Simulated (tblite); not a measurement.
Run record: nudged-elastic-band run, `CN[SiH2]n1cccc1`.

Computed with GFN2-xTB (tblite), gas phase: nudged elastic band of 9 images (0 to 8), spring 0.2 eV/Å², climbing image at the end, force threshold 0.05 eV/Å. The top image wasn't refined or checked by frequencies; at this threshold it can lie a kcal/mol or more above the true saddle point of the method. The input is one job of a driver script: a line of settings, then coordinates in Å. «atoms» counts from 0 and names the dihedral (N4–Si3–N2–C1 when counted from 1); «turn» is the rotation in degrees that makes the guess of the end point.

Command:
```bash
OMP_NUM_THREADS=1 python probes_run.py task.json out
```

Input:
```
{"job": {"kind": "neb", "xc": "GFN2-xTB", "basis": "xTB", "atoms": [3, 2, 1, 0], "turn": 120}, "charge": 0, "multiplicity": 1}
C      3.082437     0.922236     0.048733
N      1.651602     0.744321     0.093992
Si     0.901073    -0.793319     0.045700
N     -0.808502    -0.446440    -0.025032
C     -1.801142    -1.307800     0.349059
C     -3.014798    -0.758549     0.069694
C     -2.764796     0.506075    -0.514016
C     -1.412951     0.658761    -0.559155
H      3.325725     1.907148    -0.352916
H      3.508410     0.164062    -0.603528
H      3.549434     0.825056     1.034655
H      1.199359     1.480244     0.617164
H      1.355472    -1.453425    -1.181272
H      1.074821    -1.672711     1.211022
H     -1.555075    -2.252864     0.790667
H     -3.976674    -1.195726     0.254401
H     -3.500636     1.209101    -0.853791
H     -0.822518     1.470149    -0.935592
```

Output:
```
image   E - E0 / eV
  0      -0.0000
  1       0.0137
  2       0.0481
  3       0.0878
  4       0.1096
  5       0.1057
  6       0.1012
  7       0.0804
  8       0.0353
```

**Question.** Read off the barriers.

**Answer.** The highest image is 4: 0.110 eV (2.53 kcal/mol) above the start and 0.074 eV (1.71 kcal/mol) above the end. The band met its force threshold.

**Question.** Which dihedral does each image have?

**Answer.** 0: -175°, 1: -162°, 2: -147°, 3: -130°, 4: -110°, 5: -93°, 6: -74°, 7: -57°, 8: -52°.

**Question.** Give the geometry of the highest image and of the end point.

**Answer.** 
Image 4:
```
atom  x, y, z in Å
C1      2.773    1.079   -0.276
N2      1.776    0.571    0.638
Si3     0.905   -0.893    0.466
N4     -0.764   -0.497    0.104
C5     -1.848   -1.306    0.316
C6     -2.967   -0.711   -0.180
C7     -2.561    0.528   -0.732
C8     -1.216    0.622   -0.543
H9      2.765    2.171   -0.272
H10     2.544    0.736   -1.281
H11     3.783    0.741   -0.018
H12     1.881    0.962    1.561
H13     1.454   -1.656   -0.656
H14     0.885   -1.645    1.720
H15    -1.727   -2.249    0.812
H16    -3.966   -1.101   -0.156
H17    -3.195    1.252   -1.206
H18    -0.531    1.402   -0.809
```

Image 8:
```
atom  x, y, z in Å
C1      2.233    0.892   -0.660
N2      1.943    0.465    0.692
Si3     0.870   -0.806    1.104
N4     -0.621   -0.443    0.267
C5     -1.491   -1.343   -0.286
C6     -2.571   -0.685   -0.790
C7     -2.366    0.692   -0.535
C8     -1.173    0.800    0.112
H9      2.495    1.952   -0.666
H10     1.346    0.750   -1.273
H11     3.058    0.329   -1.109
H12     2.723    0.632    1.309
H13     1.206   -2.165    0.661
H14     0.709   -0.710    2.554
H15    -1.264   -2.391   -0.277
H16    -3.416   -1.123   -1.286
H17    -3.026    1.494   -0.802
H18    -0.661    1.668    0.477
```

Rough CPU time on one thread of a shared machine: about 28 s.
